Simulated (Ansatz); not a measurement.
C$_{2}$H$_{5}$Cl$_{3}$Ge, SMILES `C[CH2][Ge]([Cl])([Cl])[Cl]`, 11 atoms. Charge 0, multiplicity 1. Correlated methods include outer-core shells of Ge, which these sets cover unevenly. Scalar relativity is left out up to krypton. All runs use 4 threads of an Arm Neoverse V2 on a shared host. Correlated methods freeze the cores.

**Question.** How many basis functions does each run have, and how long does it take in Ansatz? RKS PBE0-D4/def2-SVP energy; RHF-CCSD(T)/def2-SVP energy; RHF-MP2/def2-TZVPP energy; RKS PBE0-D4/def2-TZVPP energy; direct RPA on PBE orbitals/def2-TZVPP energy; RKS ωB97M-V/def2-SVP energy; RKS r2SCAN0-D4/def2-TZVPP energy; RHF-MP2/def2-QZVPP energy; RKS SPW92 (LDA)/def2-TZVPP energy; RKS PBE0-D4/def2-TZVP frequencies; RKS PBE0-D4/def2-TZVP relaxation (5 steps); RKS B2PLYP (frozen core)/def2-TZVPP energy. (An estimate is asked.)

**Answer.** Computed: Other jobs shared the machine, so times are rough.

```json
{"level": "RKS PBE0-D4/def2-SVP", "job": "energy", "functions": "139", "wall time": "2 s", "peak host memory (GiB)": "0.42"}
{"level": "RKS SPW92 (LDA)/def2-TZVPP", "job": "energy", "functions": "306", "wall time": "2.2 s", "peak host memory (GiB)": "0.57"}
{"level": "RHF-MP2/def2-TZVPP", "job": "energy", "functions": "306", "wall time": "6.5 s", "peak host memory (GiB)": "1"}
{"level": "RKS PBE0-D4/def2-TZVPP", "job": "energy", "functions": "306", "wall time": "6.5 s", "peak host memory (GiB)": "1.4"}
{"level": "RKS ωB97M-V/def2-SVP", "job": "energy", "functions": "139", "wall time": "7 s", "peak host memory (GiB)": "0.59"}
{"level": "direct RPA on PBE orbitals/def2-TZVPP", "job": "energy", "functions": "306", "wall time": "8 s", "peak host memory (GiB)": "0.89"}
{"level": "RKS B2PLYP (frozen core)/def2-TZVPP", "job": "energy", "functions": "306", "wall time": "9.5 s", "peak host memory (GiB)": "1.1"}
{"level": "RKS r2SCAN0-D4/def2-TZVPP", "job": "energy", "functions": "306", "wall time": "10 s", "peak host memory (GiB)": "1.4"}
{"level": "RHF-CCSD(T)/def2-SVP", "job": "energy", "functions": "139", "wall time": "19 s", "peak host memory (GiB)": "0.9"}
{"level": "RKS PBE0-D4/def2-TZVP", "job": "relaxation (5 steps)", "functions": "251", "wall time": "39 s", "peak host memory (GiB)": "1.1"}
{"level": "RHF-MP2/def2-QZVPP", "job": "energy", "functions": "563", "wall time": "41 s", "peak host memory (GiB)": "4.7"}
{"level": "RKS PBE0-D4/def2-TZVP", "job": "frequencies", "functions": "251", "wall time": "5.4 min", "peak host memory (GiB)": "1.1"}
```
